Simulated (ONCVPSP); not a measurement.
**What one change does to a pseudopotential (lead, ONCV)**

* Element: Pb (Z = 82)
* Generator: ONCVPSP 4.0.1
* Type: optimised norm-conserving Vanderbilt (ONCV)
* Functional: BLYP
* Relativity: scalar-relativistic
* Frozen core: [Xe] 4f14
* Valence charge: 14
* Reference configuration: 5d10 6s2 6p1 (charge +1)
* Partial waves: 6s: rc 1.60 bohr, ncon 3, nbas 6, qcut 3.2 1/bohr, 2 projectors, debl 3.1 Ha; 6p: rc 2.10 bohr, ncon 3, nbas 6, qcut 3.3 1/bohr, 2 projectors, debl 0.6 Ha; 5d: rc 1.30 bohr, ncon 3, nbas 6, qcut 6.5 1/bohr, 2 projectors, debl 2.5 Ha
* Local potential: polynomial inside 1.05 bohr (lpopt 5, dvloc0 3 Ha)
* Core correction: Teter function, fcfact 5, rcfact 1.1

All-electron outer shells of the reference configuration (BLYP, scalar-relativistic, ld1.x):

```json
{"shell": "4f", "level (eV)": "-140.38", "outermost node (bohr)": "–", "outermost maximum (bohr)": "0.35"}
{"shell": "5p", "level (eV)": "-93.33", "outermost node (bohr)": "0.49", "outermost maximum (bohr)": "0.88"}
{"shell": "5d", "level (eV)": "-28.63", "outermost node (bohr)": "0.52", "outermost maximum (bohr)": "1.07"}
{"shell": "6s", "level (eV)": "-19.17", "outermost node (bohr)": "1.01", "outermost maximum (bohr)": "1.95"}
{"shell": "6p", "level (eV)": "-9.86", "outermost node (bohr)": "1.18", "outermost maximum (bohr)": "2.54"}
```

Change: p: qcut 2.1.

Cutoffs: the cutoffs (Ha) at which the residual kinetic energy of the hardest occupied pseudo-wave falls to 1 and 0.1 mHa per electron; they do not see the model core or the augmentation charge, which bear on the density cutoff. Errors are all-electron minus pseudo energies relative to the spin-unpolarised reference configuration.

Q: What does the change do?

A: The potential gets neither clearly harder nor softer (34 Ha and 69 Ha → 34 Ha and 69 Ha); both files keep a bound ghost (p, s); of the 4 tests that both files solve, the error grows in 0 and shrinks in 2 by more than 15 % and 0.3 meV (median size 3.7 → 3.0 meV).

```csv
quantity,base,changed
"cutoff, loose",34 Ha,34 Ha
"cutoff, tight",69 Ha,69 Ha
loose cutoff by channel,"s 34 Ha, p 5.1 Ha, d 30 Ha","s 34 Ha, p 9.9 Ha, d 30 Ha"
bound ghosts,"s, p","s, p"
GHOST(+) flags under 300 eV,s at 141.7 eV,s at 141.7 eV
"error for 5d10 6s2 6p2, meV [ΔE -6.54 eV]",+3.5,+3.3
"error for 5d10 6s2 6p0, meV [ΔE 13.50 eV]",-5.2,-4.3
"error for 5d10 6s1 6p0, meV [ΔE 45.96 eV]",+0.1,+0.2
"error for 5d10 6s1 6p3, meV [ΔE 2.21 eV]",-3.8,-2.7
s: phases at 1.62 bohr within 0.05 rad from the reference energy up to (Ha; the scan ends near 5),4.7,4.7
p: phases at 2.13 bohr within 0.05 rad from the reference energy up to (Ha; the scan ends near 5),2.7,2.7
d: phases at 1.32 bohr within 0.05 rad from the reference energy up to (Ha; the scan ends near 5),to the end of the scan,to the end of the scan
"rms error of d²Exc/dni dnj with the model core, mHa",2.38,2.38
```

 A true bound ghost makes a file unfit for plane-wave use even where its test errors are small: the radial tests pick states by their node count and pass the ghost by.
